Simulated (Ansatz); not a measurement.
H$_{7}$NOSi$_{2}$ (`O[SiH2]N[SiH3]`) at its PBE0-D4/def2-TZVP geometry, where that method's forces vanish. Total charge 0; spin multiplicity 1.

```xyz
11

O     1.0746    0.8157    1.8275
Si    0.3544   -0.5348    1.2237
N     0.1693   -0.5370   -0.4864
Si   -0.8883    0.4505   -1.4323
H     1.9594    1.0240    1.5246
H    -0.9656   -0.5383    1.8895
H     1.1511   -1.7506    1.5405
H     0.7765   -1.1672   -0.9901
H    -0.1534    1.4602   -2.2435
H    -1.7850    1.1527   -0.4806
H    -1.6930   -0.3751   -2.3729
```

Question: What forces (eV/Å) does PBE-D4/def2-TZVPP give on these atoms in the Gaussian-basis code of Ansatz? (Estimate.)

Answer: Computed: 
```
O1  -0.213  0.342  0.355
Si2 -0.075 -0.279  0.075
N3  -0.047 -0.017 -0.010
Si4 -0.104  0.101 -0.121
H5   0.418  0.101 -0.137
H6  -0.145  0.015  0.076
H7   0.074 -0.154  0.022
H8   0.208 -0.215 -0.169
H9   0.067  0.115 -0.088
H10 -0.091  0.071  0.099
H11 -0.093 -0.079 -0.102
```
